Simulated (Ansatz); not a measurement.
A structure relaxed at r2SCAN-D4/def2-SVP in Ansatz, charge 0, doublet:

Cartesian coordinates in Å:
```
Ge 1.231 -2.805 0.605
Ge -2.362 -1.387 -0.426
Ge -0.427 0.199 2.672
Ge 2.300 1.280 -0.009
Ge -1.394 2.446 -0.436
Ge 0.704 -0.059 -2.570
Ge -0.839 -1.838 1.413
N 1.812 -0.166 -1.077
Ge -1.539 0.440 -1.795
Ge 0.328 1.985 1.213
H 1.273 -4.332 0.884
H 2.466 -2.165 1.280
H -2.524 -2.652 -1.293
H -3.754 -1.015 0.128
H 0.630 -0.067 3.761
H -1.727 0.644 3.375
H 3.417 0.755 0.912
H 2.863 2.446 -0.861
H -2.743 2.770 0.236
H -0.986 3.652 -1.306
H 0.803 -1.434 -3.257
H 1.197 1.028 -3.557
H -1.539 -2.858 2.344
H 2.609 -0.779 -1.255
H -2.459 0.663 -3.015
H 0.662 3.249 2.035
```

**Question.** Give its formula.

**Answer.** Ge9NH16, a doped cluster cut from the lattice of germanium (N on a surface site).

**Question.** Summarise the bond lengths by kind (pairs closer than 1.2 times the sum of covalent radii, bridged metal pairs left out).

**Answer.** 9 × Ge–Ge 2.42 to 2.43 Å; 2 × Ge–N 1.86 Å; 15 × Ge–H 1.54 to 1.55 Å; 1 × H–N 1.02 Å.
